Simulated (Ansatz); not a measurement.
The cluster Ag2Au2 (the lowest singlet isomer of a short search) was relaxed with PBE0-D4 (def2-SVP) in Ansatz in these states: neutral quintet, neutral singlet, neutral triplet. The geometries follow in no particular order.

In the def2 sets Ag, Au take a core potential; there is no spin–orbit coupling.

A:

Cartesian coordinates in Å:
```
Au 1.278 -0.559 0.231
Au -1.278 0.559 -0.231
Ag 0.406 -0.019 -2.289
Ag -0.406 0.020 2.289
```

B:

```tsv
atom	x (Å)	y (Å)	z (Å)
Au1	-0.336	0.871	-2.159
Au2	0.337	-0.870	2.160
Ag3	-1.274	0.294	0.317
Ag4	1.274	-0.296	-0.318
```

C:

```xyz
4

Au    1.0845    0.1843   -1.4474
Au   -0.9565    1.5365    0.1714
Ag   -1.1592   -1.4423   -0.2567
Ag    1.0311   -0.2785    1.5326
```

**Question.** Judge from the bond lengths which geometry belongs to which state (an estimate).

**Answer.** A is the neutral triplet (Ag3–Ag4 4.649 Å, Au1–Ag3 2.721 Å, Au2–Ag4 2.721 Å); B is the neutral singlet (Ag3–Ag4 2.691 Å, Au1–Ag3 2.710 Å, Au2–Ag4 2.710 Å); C is the neutral quintet (Ag3–Ag4 3.058 Å, Au1–Ag3 3.016 Å, Au2–Ag4 3.016 Å).
